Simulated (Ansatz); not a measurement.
Consider the cleavage of the Ga–Sn bond: `[CH3][SnH2][GaH2]` + `F[SiH2]N[SiH3]` → `F[SiH2][N]([SiH3])[GaH2]` + `[CH3][SnH3]`.

Isolated molecules relaxed with PBE0-D4/def2-TZVP in Ansatz; ΔE leaves out vibrations. CCSD(T)/CBS adds triple-zeta CCSD(T) − MP2 to the extrapolated MP2 energy (def2 sets, frozen cores). This one scheme is used for every species. Functionals use def2-TZVPP. Elements past krypton have def2 core potentials. For Ga, Sn outer-core shells are correlated without core-valence functions, which leaves a few kJ/mol of doubt a bond. Scalar relativity is left out up to krypton. Each species was taken in one conformer, which may not be the lowest.

`[CH3][SnH2][GaH2]`:

Z-matrix (Å, degrees):
```
C
Sn 1 2.149
H 1 1.090 2 110.0
H 1 1.090 2 109.9 3 -120.1
H 1 1.090 2 110.0 3 119.9
Ga 2 2.622 1 113.9 3 -59.5
H 2 1.717 1 108.0 3 177.4
H 2 1.717 1 107.9 3 63.2
H 6 1.574 2 120.9 1 -177.4
H 6 1.576 2 121.1 1 2.7
```

`F[SiH2]N[SiH3]`:

Cartesian coordinates in Å:
```
F -2.166 0.957 0.965
Si -1.330 -0.379 0.676
N 0.344 -0.087 0.535
Si 1.238 0.351 -0.885
H -1.575 -1.271 1.832
H -1.831 -0.917 -0.607
H 0.860 -0.071 1.404
H 1.778 1.733 -0.798
H 0.297 0.255 -2.027
H 2.385 -0.572 -1.095
```

`F[SiH2][N]([SiH3])[GaH2]`:

Z-matrix (Å, degrees):
```
Si
N 1 1.709
F 1 1.602 2 111.2
H 1 1.481 2 111.1 3 -117.9
H 1 1.481 2 109.6 3 117.5
Ga 2 1.862 1 120.2 3 -96.3
Si 2 1.740 1 121.5 3 80.3
H 6 1.560 2 114.7 1 179.3
H 6 1.556 2 116.9 1 -1.2
H 7 1.487 2 109.0 1 2.1
H 7 1.487 2 111.2 1 -118.0
H 7 1.487 2 110.8 1 122.2
```

`[CH3][SnH3]`:

```xyz
8

C    -0.700   -0.869   -0.280
Sn    0.602    0.747    0.241
H    -1.471   -0.986    0.481
H    -0.132   -1.796   -0.355
H    -1.177   -0.667   -1.240
H    -0.287    2.201    0.366
H     1.358    0.431    1.741
H     1.808    0.938   -0.955
```

| level | ΔE (kJ/mol) |
| --- | --- |
| PBE-D4 | -3.7 |
| ωB97M-V | -11.1 |
| B2PLYP | -9.2 |
| MP2/def2-TZVPP | -20.7 |
| CCSD(T)/def2-TZVPP | -19.5 |
| HF/def2-QZVPP | -8.1 |
| SCS-MP2/def2-QZVPP | -17.2 |
| HF/CBS(def2) | -8.2 |

What does CCSD(T)/CBS give? (Estimate.)

The calculation gave: -12.5 kJ/mol. The listed levels differ from it by 8.8, 1.4, 3.3, -8.2, -7.0, 4.4, -4.7, 4.3 kJ/mol.

Largest T1 diagnostic among the species: 0.013.

The D4 term adds −9.5 kJ/mol with B3LYP and −4.9 kJ/mol with PBE0; it sums over pairs of atoms, weighted by their polarisabilities, and B3LYP, whose exchange is more repulsive, gets the larger term. In def2-TZVPP, CCSD(T) changes the Hartree–Fock value by −12.4 kJ/mol (the triples alone add −3.1 kJ/mol) and MP2 by −13.6 kJ/mol.

B3LYP here is the variant with VWN-RPA as its local correlation; programs differ in this.
